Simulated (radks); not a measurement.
All-electron atom: the technetium ion Tc23+ in [Ar] 3d2. Calculated with a radial shooting solver on a logarithmic mesh with Libxc functionals: Dirac Kohn-Sham, exchange-only PBE, spin-unpolarised, spherical densities, finite nucleus; open shells fill j = l - 1/2 first; Fermi nuclear charge, rms radius 4.4112 fm.

Normalised radial functions P(r) = r R(r) (large component), r in bohr:

```
   r/bohr * 3s1/2, o 3d3/2, + 3d5/2 (the largest magnitude, 1.77, reaches the edge; | marks zero, & curves that meet)
  0.00282                             &   *
 0.003946                             &    *
 0.005477                             &     *
 0.007665                             &       *
  0.01064                             &        *
  0.01489                             &         *
  0.02067                             &        *
  0.02869                             |&     *
  0.04015                             |&*
  0.05574                       *     |  &
  0.07799               *             |     &
   0.1083             *               |          &
   0.1515                     *       |                 &
   0.2103                             |        *              +o
    0.292                             |                        * &
   0.4086                             |                     &    *
   0.5672                             |           &  *
   0.7936                             |   &
    1.102                             *&
```

3s1/2: eigenvalue -1304.6 eV, 2 radial nodes at r = 0.0436, 0.179 bohr, <r> = 0.381 bohr, 90 % of the charge inside 0.556 bohr. 3d3/2: eigenvalue -1063.2 eV, 0 radial nodes, <r> = 0.337 bohr, 90 % of the charge inside 0.520 bohr. 3d5/2 (empty): eigenvalue -1057.7 eV, 0 radial nodes, <r> = 0.339 bohr, 90 % of the charge inside 0.523 bohr.
